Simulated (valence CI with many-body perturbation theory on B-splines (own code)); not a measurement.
# Bi LXX: electric-dipole lines

Computed by relativistic CI+MBPT: four valence electrons over a frozen Dirac-Fock core [Ne], a basis of 11 s, 11 p, 10 d, 8 f, 5 g, 2 h functions for each j, with the one-electron correlation potential Σ1, the two-electron term Σ2, the three-electron term Σ3, Breit, model QED; selected CI, second order for the rest, scaled by the run's own slope (own B-spline code, finite nucleus).

No measured spectrum was set against this ion. As an estimate, large intervals hold to a few tenths of a per cent, small ones and those within an open d or f shell to about a per cent. Among the levels kept, up to 580 cm⁻¹ of a level comes from second order outside the variational space, and about a tenth of that is noise between levels of different J, which matters for small intervals.

Lines 201 to 250 of 547 in falling wavelength, among levels below 2668.5 eV, chosen from the strongest by gf and those to the six lowest levels. Wavelengths and rates use the calculated energies. Electric multipoles are in the length gauge, E1 and E2 with the static RPA response of the core. Weak lines are less certain than strong ones. Lines between different terms over intervals too small for the method are left out, as are lines whose strength nearly cancels. The highest levels of a list are the least certain.

Levels are named by their leading jj configuration (3d3/2^4 stands for four electrons in 3d with j = 3/2), which in mixed levels can hold well under half, so a name can repeat and another be missing. Letters in brackets count levels of one name in rising energy.

| λ vac (Å) | Upper | Lower | A (s⁻¹) | S (a.u.) with core polarisation | S without |
| --- | --- | --- | --- | --- | --- |
| 28.88 | (3s 3p1/2 3d5/2^2) J=5 | (3s 3p1/2 3p3/2 3d5/2) J=5 | 2.50e+11 | 3.26e-02 | 3.30e-02 |
| 28.85 | (3p1/2^2 3d5/2^2) J=2 | (3p1/2^2 3p3/2 3d5/2) J=2 | 3.45e+11 | 2.04e-02 | 2.07e-02 |
| 28.79 | (3s^2 3d5/2^2) J=2 | (3s^2 3p3/2 3d5/2) J=2 | 7.74e+11 | 4.56e-02 | 4.61e-02 |
| 28.77 | (3s 3p1/2 3p3/2 3d5/2) J=3 [b] | (3s 3p1/2 3p3/2^2) J=2 [a] | 1.38e+11 | 1.13e-02 | 1.15e-02 |
| 28.75 | (3s^2 3d5/2^2) J=4 | (3s^2 3p3/2 3d5/2) J=4 | 2.96e+11 | 3.12e-02 | 3.16e-02 |
| 28.69 | (3s 3p1/2^2 3d5/2) J=2 | (3s 3p1/2^2 3p3/2) J=2 | 7.54e+10 | 4.40e-03 | 4.45e-03 |
| 28.69 | (3s 3p3/2^2 3d5/2) J=3 [c] | (3s 3p3/2^3) J=2 | 8.69e+11 | 7.09e-02 | 7.17e-02 |
| 28.69 | (3p1/2^2 3d3/2 3d5/2) J=2 | (3p1/2^2 3p3/2 3d3/2) J=2 | 1.15e+11 | 6.71e-03 | 6.78e-03 |
| 28.64 | (3s 3p3/2^2 3d5/2) J=2 [b] | (3s 3p3/2^3) J=2 | 2.68e+11 | 1.55e-02 | 1.57e-02 |
| 28.45 | (3s 3p1/2 3d5/2^2) J=1 [a] | (3s 3p1/2 3p3/2 3d5/2) J=1 [a] | 3.17e+11 | 1.08e-02 | 1.09e-02 |
| 28.43 | (3s 3p1/2 3d5/2^2) J=3 [a] | (3s 3p1/2 3p3/2 3d5/2) J=3 [a] | 1.31e+11 | 1.04e-02 | 1.05e-02 |
| 28.31 | (3s 3p1/2 3d5/2^2) J=4 [a] | (3s 3p1/2 3p3/2 3d5/2) J=4 [a] | 2.89e+11 | 2.91e-02 | 2.94e-02 |
| 28.28 | (3s 3p1/2 3d3/2 3d5/2) J=3 [b] | (3s 3p1/2 3p3/2 3d3/2) J=3 [a] | 9.91e+10 | 7.74e-03 | 7.83e-03 |
| 27.67 | (3s 3p1/2 3p3/2 3d5/2) J=3 [c] | (3s 3p1/2 3p3/2^2) J=2 [a] | 1.68e+11 | 1.23e-02 | 1.24e-02 |
| 16.06 | (3s 3p3/2^2 3d5/2) J=4 [a] | (3s^2 3p3/2 3d5/2) J=3 | 8.70e+11 | 1.60e-02 | 1.62e-02 |
| 15.77 | (3s 3p3/2^2 3d5/2) J=0 | (3s^2 3p3/2 3d5/2) J=1 | 1.93e+12 | 3.73e-03 | 3.77e-03 |
| 15.71 | (3s 3p1/2 3p3/2 3d3/2) J=2 [a] | (3s^2 3p1/2 3d3/2) J=2 | 6.32e+10 | 6.05e-04 | 6.12e-04 |
| 15.62 | (3s 3p3/2^2 3d3/2) J=1 [a] | (3s^2 3p3/2 3d3/2) J=0 | 7.70e+11 | 4.35e-03 | 4.40e-03 |
| 15.60 | (3s 3p1/2 3p3/2^2) J=2 [a] | (3s^2 3p1/2 3p3/2) J=2 | 3.33e+10 | 3.12e-04 | 3.16e-04 |
| 15.58 | (3s 3p3/2^2 3d3/2) J=3 [a] | (3s^2 3p3/2 3d3/2) J=2 | 1.22e+12 | 1.59e-02 | 1.61e-02 |
| 15.56 | (3s 3p1/2 3p3/2 3d5/2) J=2 [a] | (3s^2 3p1/2 3d5/2) J=2 | 6.58e+11 | 6.11e-03 | 6.19e-03 |
| 15.53 | (3s 3p3/2^2 3d3/2) J=2 [a] | (3s^2 3p3/2 3d3/2) J=1 | 1.05e+12 | 9.72e-03 | 9.84e-03 |
| 15.52 | (3s 3p1/2 3p3/2 3d3/2) J=1 [a] | (3s^2 3p1/2 3d3/2) J=2 | 5.69e+10 | 3.15e-04 | 3.19e-04 |
| 15.42 | (3s 3p3/2^2 3d5/2) J=5 | (3s^2 3p3/2 3d5/2) J=4 | 1.60e+12 | 3.19e-02 | 3.23e-02 |
| 15.40 | (3s 3p1/2 3p3/2^2) J=2 [a] | (3s^2 3p1/2 3p3/2) J=1 | 1.35e+12 | 1.21e-02 | 1.23e-02 |
| 15.39 | (3s 3p1/2 3p3/2 3d3/2) J=3 [a] | (3s^2 3p1/2 3d3/2) J=2 | 5.48e+10 | 6.90e-04 | 6.99e-04 |
| 15.38 | (3s 3p3/2 3d3/2^2) J=1 [a] | (3s 3p1/2 3p3/2 3d3/2) J=0 [b] | 6.20e+11 | 3.34e-03 | 3.38e-03 |
| 15.38 | (3p1/2 3p3/2^2 3d3/2) J=2 [b] | (3s 3p1/2 3p3/2 3d3/2) J=1 [d] | 6.25e+11 | 5.61e-03 | 5.68e-03 |
| 15.35 | (3p1/2 3p3/2^2 3d3/2) J=1 [a] | (3s 3p1/2 3p3/2 3d3/2) J=1 [c] | 1.74e+12 | 9.33e-03 | 9.45e-03 |
| 15.34 | (3s 3p3/2^2 3d5/2) J=4 [a] | (3s^2 3p3/2 3d5/2) J=4 | 1.22e+12 | 1.96e-02 | 1.99e-02 |
| 15.32 | (3s 3p1/2 3p3/2 3d3/2) J=2 [a] | (3s 3p1/2^2 3p3/2) J=1 | 4.17e+11 | 3.70e-03 | 3.75e-03 |
| 15.30 | (3s 3p3/2 3d3/2^2) J=1 [a] | (3s 3p1/2 3p3/2 3d3/2) J=1 [d] | 6.60e+11 | 3.50e-03 | 3.55e-03 |
| 15.27 | (3s 3p3/2^2 3d3/2) J=4 | (3s^2 3p3/2 3d3/2) J=3 | 2.80e+12 | 4.43e-02 | 4.49e-02 |
| 15.24 | (3p1/2 3p3/2^2 3d3/2) J=1 [a] | (3s 3p1/2 3p3/2 3d3/2) J=1 [b] | 8.83e+11 | 4.62e-03 | 4.69e-03 |
| 15.23 | (3p1/2 3p3/2^2 3d3/2) J=2 [c] | (3s 3p1/2 3p3/2 3d3/2) J=1 [d] | 1.22e+12 | 1.07e-02 | 1.08e-02 |
| 15.23 | (3p1/2 3p3/2^2 3d3/2) J=0 | (3s 3p1/2 3p3/2 3d3/2) J=1 [c] | 4.94e+12 | 8.62e-03 | 8.73e-03 |
| 15.20 | (3p1/2^2 3p3/2^2) J=2 | (3s^2 3p1/2 3d3/2) J=2 | 1.32e+11 | 1.15e-03 | 1.16e-03 |
| 15.20 | (3p1/2 3p3/2^2 3d3/2) J=3 [b] | (3s 3p1/2 3p3/2 3d3/2) J=2 [d] | 4.05e+12 | 4.91e-02 | 4.97e-02 |
| 15.19 | (3s 3p1/2 3p3/2 3d3/2) J=0 [a] | (3s 3p1/2^2 3p3/2) J=1 | 1.23e+11 | 2.12e-04 | 2.15e-04 |
| 15.19 | (3s 3p3/2^2 3d5/2) J=2 [a] | (3s^2 3p3/2 3d5/2) J=1 | 5.37e+11 | 4.64e-03 | 4.70e-03 |
| 15.18 | (3s 3p1/2 3p3/2^2) J=3 | (3s^2 3p1/2 3p3/2) J=2 | 9.56e+11 | 1.15e-02 | 1.17e-02 |
| 15.16 | (3s 3p1/2 3p3/2 3d5/2) J=3 [b] | (3s^2 3p1/2 3d5/2) J=3 | 6.94e+11 | 8.35e-03 | 8.46e-03 |
| 15.15 | (3p1/2 3p3/2^2 3d3/2) J=3 [a] | (3s 3p1/2 3p3/2 3d3/2) J=3 [c] | 6.30e+11 | 7.57e-03 | 7.67e-03 |
| 15.15 | (3p1/2 3p3/2^2 3d3/2) J=3 [a] | (3s 3p1/2 3p3/2 3d3/2) J=2 [c] | 4.01e+11 | 4.82e-03 | 4.88e-03 |
| 15.08 | (3p1/2 3p3/2^2 3d3/2) J=2 [a] | (3s 3p1/2 3p3/2 3d3/2) J=2 [b] | 1.99e+12 | 1.68e-02 | 1.70e-02 |
| 15.08 | (3p1/2 3p3/2^2 3d3/2) J=4 | (3s 3p1/2 3p3/2 3d3/2) J=3 [c] | 2.84e+12 | 4.33e-02 | 4.39e-02 |
| 15.08 | (3s 3p1/2 3p3/2 3d5/2) J=4 [b] | (3s^2 3p1/2 3d5/2) J=3 | 3.53e+11 | 5.38e-03 | 5.44e-03 |
| 15.03 | (3p1/2 3p3/2^3) J=1 | (3s 3p1/2 3p3/2^2) J=1 [b] | 4.58e+12 | 2.31e-02 | 2.33e-02 |
| 15.03 | (3p1/2^2 3p3/2 3d5/2) J=2 | (3s 3p1/2^2 3d5/2) J=2 | 1.01e+12 | 8.42e-03 | 8.53e-03 |
| 15.00 | (3p1/2^2 3p3/2 3d3/2) J=2 | (3s 3p1/2^2 3d3/2) J=2 | 4.04e+11 | 3.36e-03 | 3.40e-03 |
